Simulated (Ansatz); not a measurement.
CH8SiSn can be A, `[SiH3][CH2][SnH3]`, or B, `C[SiH2][SnH3]`.

Program: Ansatz. Geometries: PBE0-D4/def2-TZVP. ΔE: electronic, gas phase. CCSD(T)/CBS adds triple-zeta CCSD(T) − MP2 to the extrapolated MP2 energy (def2 sets, frozen cores). Functionals use def2-TZVPP. B3LYP here is the variant with VWN-RPA as its local correlation; programs differ in this. def2 core potentials past Kr. For Sn outer-core shells are correlated without core-valence functions, which leaves a few kJ/mol of doubt a bond.

Q: Which is lower in electronic energy at CCSD(T)/CBS, and by how much? (Best estimate.)

A: Ansatz gave: B, by 36.3 kJ/mol.

Q: Give E(B) − E(A) in kJ/mol with B2PLYP, LDA (SPW92), CCSD(T)/def2-TZVPP, B3LYP, CCSD/def2-TZVPP, CCSD(T)/def2-SVP, r2SCAN-D4. (Best estimate.)

A: Computed: B2PLYP -39.4, LDA (SPW92) -50.1, CCSD(T)/def2-TZVPP -33.9, B3LYP -45.0, CCSD/def2-TZVPP -34.7, CCSD(T)/def2-SVP -38.2, r2SCAN-D4 -45.2. None reverses the order clearly.

Q: Does the order hold for the free energy at 298.15 K (harmonic terms from PBE0-D4)? (Estimate.)

A: Computed: Yes: G(B) − G(A) = -29.3 kJ/mol. Modes under 60 cm⁻¹, often nearly free rotors, make the harmonic entropy too high.

Largest T1 diagnostic: 0.012.

Leaving LDA and LC-ωPBE aside and taking each functional with its dispersion term where it has one, the values, not all of them listed here, spread over 10.6 kJ/mol, from PBE-D4 to ωB97M-V. From BLYP to BHLYP (50 % exact exchange), in def2-TZVPP and without D4, E(B) − E(A) moves by +4.4 kJ/mol.
